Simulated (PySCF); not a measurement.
# Computed data sheet: `O=C=C(F)C(Cl)Cl`

C₃HCl₂FO.
Geometry (GFN2-xTB, Å), atoms numbered from 1 in this order:
```
atom  x, y, z in Å
O1     2.399   -1.089   -0.232
C2     1.526   -0.335   -0.179
C3     0.494    0.471   -0.108
F4     0.672    1.815   -0.253
C5    -0.914    0.045    0.122
Cl6   -1.519   -0.998   -1.202
Cl7   -1.102   -0.833    1.669
H8    -1.548    0.933    0.159
```

Some functional groups and rings: C–F bond and C–Cl bond.

From GFN2-xTB geometry:

```
Rotational constants A, B, C of the GFN2-xTB geometry : 1.935, 1.277, 1.174 GHz
```

PBE0/def2-SVPD ground state and vertical TDDFT (core frozen in the response) (PySCF):

```
Dipole moment                                                     : 0.84 D
HOMO energy                                                       : -7.48 eV
LUMO energy                                                       : -2.85 eV
HOMO–LUMO gap                                                     : 4.63 eV
Lowest singlet excitation                                         : 2.55 eV (486 nm, f = 0.000)
Strongest line among the 8 lowest singlet transitions             : S7 at 6.05 eV (205 nm, f = 0.090)
Lowest triplet excitation (Tamm–Dancoff)                          : 2.08 eV
Static isotropic polarisability                                   : 67.3 au
Electronic spatial extent ⟨r²⟩ about the centre of nuclear charge : 1075 bohr²
```

Monoisotopic mass from the formula: 141.9388 u.

The vertical singlet–triplet gap S1 − T1 is 0.47 eV (TDDFT singlet less Tamm–Dancoff triplet; S1: HOMO→LUMO, weight 0.99; T1: HOMO→LUMO, weight 0.98). In wavenumbers S1 is 20600 cm⁻¹ (1 eV = 8065.54 cm⁻¹). The polarisability is 9.98 Å³ as a volume (1 au = 0.148185 Å³), or 0.96 au for each of the 70 electrons. With B = h/(8π²I), that is 505.379 GHz u Å² over I, the principal moments of inertia are 261.2, 395.8 and 430.6 u Å² (most abundant isotopes); the inertial defect Ic − Ia − Ib is -226.4 u Å² (zero for a rigid planar frame, negative otherwise). The rotational constants make it an asymmetric top with κ = (2B − A − C)/(A − C) = -0.73, nearer the prolate limit (−1). 1 of the 8 computed singlets lies in the visible range (750 to 380 nm, 1.65 to 3.26 eV), with an oscillator strength of 0.000. The dipole equals about 2.8 × 10⁻³⁰ C·m (1 D = 3.33564 × 10⁻³⁰ C·m). The largest Löwdin shares of the HOMO are 0.33 on C3, 0.19 on O1, 0.19 on C2 and 0.13 on F4.

Geometry: GFN2-xTB, one conformer, isolated molecule.
